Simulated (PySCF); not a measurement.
Structure problem from calculated spectra and properties.

Formula: CH7N3Si.

| Property | Result |
| --- | --- |
| UV, strongest line | among the 8 lowest singlet transitions: S7 at 7.06 eV (176 nm, f = 0.046) [TDDFT PBE0/def2-SVPD] |
| Dipole | 3.35 D [PBE0/def2-SVPD] |
| XPS | Si2p3/2 106.9, C1s 291.2, N1s 404.6, N1s 404.7 (×2), Si1s 1846.9 eV [ΔSCF SCAN, pcX-2 on the ionised atom, pcseg-1 elsewhere, spin-free X2C, 2p3/2 from a spin–orbit splitting computed afterwards within the 2p shell] |
| Polarisability | 61.9 au [PBE0/def2-SVPD] |
| UV, first state | lowest singlet excitation: 4.19 eV (296 nm, f = 0.001) [TDDFT PBE0/def2-SVPD] |
| Rotational structure | rotational constants A, B, C: 5.528, 3.019, 2.281 GHz [GFN2-xTB] |

Electronic properties: PySCF, gas phase, density fitting. Levels stand in brackets. Isolated species at its GFN2-xTB geometry (one conformer only).

Task: Give a SMILES that accounts for the data.

Result: Numbering: `[H]/[N:1]=[CH:2]\[SiH:3]([NH2:4])[NH2:5]`. Its formula, CH7N3Si, gives 1 degree of unsaturation: 0 rings and 1 π bond in the structure found. The core levels belong to: Si2p3/2 106.9 eV, SiH silicon [Si3]; C1s 291.2 eV, C=N carbon [C2]; N1s 404.6 eV, C=N nitrogen [N1]; N1s 404.7 eV, silicon-bound nitrogen [N4/N5]; Si1s 1846.9 eV, SiH silicon [Si3]. One atom of each topological class was ionised and stands for its class. The hole state at 291.2 eV has ⟨S²⟩ = 0.85 against 0.75, so that value is less sure. S1 is mainly HOMO→LUMO (weight 0.97); the largest Löwdin shares of the orbital it empties are 0.49 on the C=N nitrogen, 0.20 on the C=N carbon, 0.10 on the SiH silicon and 0.07 on an N–H hydrogen, of the orbital it fills 0.34 on the C=N nitrogen, 0.33 on the C=N carbon, 0.13 on the SiH silicon and 0.05 on the hydrogen on a C=N carbon. The optimised geometry has point group C1 and is an asymmetric top. Structure: `N(/[H])=C/[SiH](N)N`. The assignments are read from this structure; whether some other isomer fits the data as well wasn't checked.

Conformer computed: `[H]/[N:1]=[CH:2]\[SiH:3]([NH2:4])[NH2:5]`: N1–C2–Si3–N4 11°, H–N4–Si3–C2 -169°, H–N4–Si3–C2 54°, H–N5–Si3–C2 49°, H–N5–Si3–C2 -172°.
